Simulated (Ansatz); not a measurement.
Basis-set extrapolation for `[Cl][Mg]1234[C@H]5[C@@H]1[C@@H]2[C@@H]3[C@H]54` (PBE0-D4/def2-TZVP geometry, frozen core, Ansatz). Multiplicity 1, RHF reference. For Mg the program correlates outer-core shells too, which these sets cover unevenly, so the extrapolated numbers aren't a true limit.

|  | def2-TZVPP | def2-QZVPP |
| --- | --- | --- |
| HF | -851.537096 | -851.566727 |
| MP2 correlation | -1.193743 | -1.307697 |
| CCSD(T) correlation | -1.285471 | not run |

Energies in hartree. Use E(X) = E(∞) + A·exp(−7.88·√X) for Hartree–Fock and E(X) = E(∞) + B·X^(−2.97) for correlation, with X = 3 and 4, and add CCSD(T) minus MP2 of the smaller set to the MP2 limit.

What is the CCSD(T) energy at the basis-set limit?

HF limit: -851.566727 + (-0.029631) × 0.13774 = -851.57081. MP2 limit: -1.307697 + (-0.113954) × 0.74074 = -1.39211. Higher-order term: -1.285471 − (-1.193743) = -0.09173. Total: -853.05465 hartree, 6.32 eV below CCSD(T)/def2-TZVPP.
